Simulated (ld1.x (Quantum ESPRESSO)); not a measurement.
gallium, TM semilocal: configuration errors across variants

gallium (Ga), norm-conserving Troullier–Martins (semilocal form), made with ld1.x (Quantum ESPRESSO) 7.5 (BP86, scalar-relativistic). Core [Ar], reference 3d10 4s1.5 4p0 (charge +1.5). Waves: 4s (bound): rc 1.85 bohr; 4p (bound, empty): rc 2.20 bohr; 3d (bound): rc 0.80 bohr. Local part: the d channel. Core correction: Bessel-smoothed model core inside 0.60 bohr.

All-electron excitation energies from the reference (eV): (1) 3d10 4s2 4p1 -15.281; (2) 3d10 4s2 4p0 -9.452; (3) 3d10 4s1 4p0 11.882; (4) 3d10 4s0 4p3 -1.860; (5) 3d10 4s1 4p2 -8.722; (6) 3d10 4s2 4p0.5 -13.180; (7) 3d10 4s2 4p1.3 -15.856.

A semilocal file is local in each channel, so a ghost entry of none says nothing of the separable form that plane-wave codes build from it.

Errors AE − PS in meV (a dash: test not solved or not reliable):

```tsv
change	(1)	(2)	(3)	(4)	(5)	(6)	(7)	bound ghosts
base	-0.5	-0.5	-3.9	-3.4	+0.4	-0.8	-0.1	none
wave 4s (bound): rc 1.85 bohr becomes 4s (bound): rc 1.32 bohr	+1.7	+1.1	-1.8	-4.9	-1.4	+1.3	+2.0	none
wave 4s (bound): rc 1.85 bohr becomes 4s (bound): rc 1.62 bohr	-0.6	-0.5	-3.9	-3.0	+0.5	-0.9	-0.2	none
wave 4s (bound): rc 1.85 bohr becomes 4s (bound): rc 2.18 bohr	+2.0	-0.3	-4.3	-14	-0.8	+0.7	+2.7	none
wave 4s (bound): rc 1.85 bohr becomes 4s (bound): rc 2.50 bohr	+6.7	-0.5	-6.2	-31	-1.2	+3.2	+8.2	none
wave 4s (bound): rc 1.85 bohr becomes 4s (bound): rc 2.80 bohr	+14	-1.9	-11	-56	+0.9	+6.5	+18	none
```

Q: Give the same row for: wave 4s (bound): rc 1.85 bohr becomes 4s (bound): rc 1.82 bohr.

A: -0.6, -0.5, -3.9, -3.1, +0.4, -0.8, -0.2; bound ghosts: none.
